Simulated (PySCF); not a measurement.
The vertical singlet excitations below were computed for one of the candidates. Computed with TDDFT PBE0/def2-SVPD, vertical, gas phase, core orbitals frozen in the response (PySCF 2.14.0, density-fitted response routines). Geometries: GFN2-xTB, one conformer each.

| state | E (eV) | λ (nm) | f |
| --- | --- | --- | --- |
| S1 | 4.87 | 254.7 | 0.0024 |
| S2 | 5.27 | 235.3 | 0.0086 |
| S3 | 5.47 | 226.5 | 0.0065 |
| S4 | 5.58 | 222.2 | 0.0010 |
| S5 | 6.10 | 203.2 | 0.044 |
| S6 | 6.43 | 192.9 | 0.044 |
| S7 | 6.56 | 188.9 | 0.045 |
| S8 | 6.99 | 177.5 | 0.0030 |

Triplets computed (Tamm–Dancoff): 4.04, 4.38, 4.52 eV.

Task: Which structure fits?
A. `c1cnncc1O`
B. `N#CC/C=C/C=O`
C. `C#C[C@@H](F)C#CC#N`

Result: C. Its S1, at 4.87 eV, is the highest among the candidates; the nearest of the others has S1 at 3.63 eV. S1 is HOMO→LUMO (54%), HOMO-1→LUMO (33%). Löwdin shares by element: HOMO carbon 76% or more (atoms not listed hold the other 24%); LUMO carbon 53% or more, nitrogen 18% (atoms not listed hold the other 29%). At the same level the other candidates give, for their lowest levels:
- `N#CC/C=C/C=O`: 3.62 eV (f 0.000); 6.21 eV (f 0.530); 6.60 eV (f 0.011); 6.72 eV (f 0.022); 6.78 eV (f 0.006); T1 3.06 eV; HOMO -7.96, LUMO -2.35 eV
- `Oc1ccnnc1`: 3.63 eV (f 0.003); 4.13 eV (f 0.001); 5.56 eV (f 0.030); 5.84 eV (f 0.001); 6.01 eV (f 0.001); T1 2.86 eV; HOMO -6.66, LUMO -1.30 eV
